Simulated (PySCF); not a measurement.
Species: C7H5F3O.
SMILES with atom numbers: `[OH:1][c:2]1[cH:3][c:4]([F:5])[cH:6][c:7]([CH:8]([F:9])[F:10])[cH:11]1`

Probes without a nucleus sit at each ring's centroid and 1 Å off its mean plane on both sides; NICS is minus the shielding there, NICSzz its component along the normal. Level: GIAO PBE0/pcSseg-1 (PySCF, non-relativistic, gas phase) on the GFN2-xTB geometry, one conformer.

Ring bond lengths (Å), with Mayer bond orders in brackets: C2–C3 1.391 (1.33), C3–C4 1.382 (1.45), C4–C6 1.382 (1.43), C6–C7 1.389 (1.36), C7–C11 1.385 (1.38), C11–C2 1.394 (1.39).

Task: Give the NICS values of each ring in ppm.

Result: 
```json
{"ring": "C2–C3–C4–C6–C7–C11", "type": "6-membered carbocycle; formal bonds all aromatic", "NICS(0)": "-11.1", "NICS(1), two faces": "-10.9 / -10.9", "NICS(1)zz, two faces": "-25.3 / -25.2", "rms pucker (Å)": "0.00", "centre to ring atoms, mean (Å)": "1.39"}
```

Task: What can be read from them?

Result: 
- C2–C3–C4–C6–C7–C11: mean NICS(1)zz -25.2 ppm, shielded, aromatic by this magnetic criterion (flat ring, no four-coordinate atom).

Task: And the bond-length index? HOMA = 1 − mean of α(R − Ropt)² over the ring bonds, with Krygowski's 1993 parameters (CC: Ropt 1.388 Å, α 257.7 Å⁻²).

Result: 
- C2–C3–C4–C6–C7–C11: HOMA 0.99 = 1 − EN − GEO, with mean bond length 1.387 Å, EN = α(Ropt − mean)² = 0.000 and GEO = α × variance = 0.005. The geometric and the magnetic index point the same way.

Task: List the ring angles and the Hirshfeld charges of the ring atoms.

Result: 
- C2–C3–C4–C6–C7–C11: C2 119.6° (+0.087 e), C3 118.9° (-0.092 e), C4 122.5° (+0.093 e), C6 117.9° (-0.080 e), C7 121.0° (-0.019 e), C11 120.1° (-0.073 e); sum 720.0° against 720° for a flat convex ring.

Conformer computed: `[OH:1][c:2]1[cH:3][c:4]([F:5])[cH:6][c:7]([CH:8]([F:9])[F:10])[cH:11]1`: C6–C7–C8–F9 122°, H–O1–C2–C3 0°.
